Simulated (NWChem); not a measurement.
C₅H₃Cl; SMILES C#CC(Cl)=C=C

Results from NWChem. Pople sets run with spherical d functions. Medium grid unless said otherwise, to which SCAN and Minnesota functionals are sensitive. Geometry: optimised at PBE-D3(BJ)/def2-SVP. Total energies of different functionals are on different scales.

```csv
level,energy (Ha),highest occupied level (eV),orbital gap (eV),dipole (D)
B3LYP/6-31G*,-652.3810,-6.61,5.38,1.99
PBE/6-31G*,-651.9306,-5.75,3.72,1.92
B97-D/6-31G*,-652.2498,-5.72,3.77,1.94
KT2/6-31G*,-659.2435,-5.77,3.71,1.96
SCAN/6-31G*,-652.3101,-6.02,4.12,2.06
LC-BLYP (range parameter 0.33 per bohr)/6-31G*,-651.5816,…,…,2.07
BP86/6-31G*,-652.4067,-5.85,3.72,1.92
```

Fill in the missing entries.


- LC-BLYP (range parameter 0.33 per bohr)/6-31G*, highest occupied level (eV): -8.98
- LC-BLYP (range parameter 0.33 per bohr)/6-31G*, orbital gap (eV): 10.08
